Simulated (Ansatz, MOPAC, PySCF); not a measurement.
Molecule: GaH$_{2}$, charge 1, multiplicity 1. SMILES of the parent species: [GaH2]
Geometry from a B3LYP-D3(BJ)/def2-TZVP (Ansatz, a first-principles code) optimisation:
```xyz
3

Ga     0.0000     0.0000     0.0000
H      0.0000     0.0000    -1.5293
H      0.0000     0.0000     1.5293
```
Charge +1, spin multiplicity 1.

Unscaled harmonic wavenumbers (cm⁻¹) in rising order, each level at the stationary point that it reaches from this structure (no distance between atoms moves by over 0.3 Å); the order of modes can differ between levels, and a negative number is imaginary. B3LYP-D3(BJ)/def2-TZVP (PySCF, at the structure above): 676, 676, 2069, 2165.

PM3 (MOPAC): 537, 537, 2313, 2349. Zero-point energy 8.2 against 8.0 kcal/mol; where all levels lie over 400 cm⁻¹, the wavenumbers are on average 0.948 times those of B3LYP-D3(BJ)/def2-TZVP.

PM6 (MOPAC): 713, 713, 2254, 2300. Zero-point energy 8.5 against 8.0 kcal/mol; where all levels lie over 400 cm⁻¹, the wavenumbers are on average 1.065 times those of B3LYP-D3(BJ)/def2-TZVP.

HF/6-31G* with LANL2DZ past Ar (Ansatz): 671, 671, 2078, 2142. Zero-point energy 8.0 against 8.0 kcal/mol; where all levels lie over 400 cm⁻¹, the wavenumbers are on average 0.994 times those of B3LYP-D3(BJ)/def2-TZVP.

B3LYP/6-31G* with LANL2DZ past Ar (Ansatz): 626, 626, 1971, 2055. Zero-point energy 7.5 against 8.0 kcal/mol; where all levels lie over 400 cm⁻¹, the wavenumbers are on average 0.938 times those of B3LYP-D3(BJ)/def2-TZVP.
